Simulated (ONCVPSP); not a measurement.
Which change was made? (Pb, ONCV)

```json
{
  "Element": "lead",
  "Generator": "ONCVPSP 4.0.1",
  "Type": "optimised norm-conserving Vanderbilt (ONCV)",
  "Functional": "PBE",
  "Relativity": "fully relativistic",
  "Frozen core": "[Kr] 4d10 4f14",
  "Valence charge": "22",
  "Reference configuration": "5s2 5p6 5d10 6s2 6p2",
  "Partial waves": "5s+6s: rc 1.50 bohr, ncon 4, nbas 7, qcut 9.8 1/bohr, 2 projectors; 5p+6p: rc 1.70 bohr, ncon 3, nbas 7, qcut 7.8 1/bohr, 3 projectors, debl 3.5 Ha; 5d: rc 1.95 bohr, ncon 3, nbas 8, qcut 7.4 1/bohr, 2 projectors, debl 2.9 Ha",
  "Local potential": "polynomial inside 1.30 bohr (lpopt 5, dvloc0 0 Ha)",
  "Core correction": "none"
}
```

Open shells are filled in proportion to 2j + 1.

Cutoffs, loose and tight: the cutoffs (Ha) at which the residual kinetic energy of the hardest occupied pseudo-wave falls to 1 and 0.1 mHa per electron. They do not see the model core or the augmentation charge, which bear on the density cutoff. Test errors are all-electron minus pseudo excitation energies from the reference, over the configurations 5s2 5p6 5d10 6s2 6p1; 5s2 5p6 5d10 6s2 6p0; 5s2 5p6 5d10 6s1 6p0; 5s2 5p6 5d10 6s1 6p2; variants that change the core or the reference have their own tests.

The base gives: outcome: generated; cutoff, loose: 31 Ha; cutoff, tight: 37 Ha; bound ghosts: none; GHOST(+) flags above zero: s; largest test error (meV): -4.8.

(1) After one change the result is: outcome: generated; cutoff, loose: 31 Ha; cutoff, tight: 38 Ha; bound ghosts: none; GHOST(+) flags above zero: s; largest test error (meV): -116. Which change was it?
A. d: rc 2.2
B. s: rc 2.14
C. all radii scaled by about 0.86 (s 1.30, p 1.46, d 1.68 bohr); local potential polynomial inside 1.12 bohr (lpopt 5, dvloc0 0 Ha)
D. reference 5s2 5p6 5d10 6s2 6p1.5; d: rc 1.5, qcut 9.6

Results:

(1) D. The others give: d: rc 2.2 → outcome: generated; cutoff, loose: 31 Ha; cutoff, tight: 37 Ha; bound ghosts: none; GHOST(+) flags above zero: s; largest test error (meV): -10 | s: rc 2.14 → outcome: generated; cutoff, loose: 21 Ha; cutoff, tight: 25 Ha; bound ghosts: none; GHOST(+) flags above zero: none; largest test error (meV): -8.0 | all radii scaled by about 0.86 (s 1.30, p 1.46, d 1.68 bohr); local potential polynomial inside 1.12 bohr (lpopt 5, dvloc0 0 Ha) → outcome: generated; cutoff, loose: 37 Ha; cutoff, tight: 42 Ha; bound ghosts: none; GHOST(+) flags above zero: s, d3/2; largest test error (meV): -0.6.
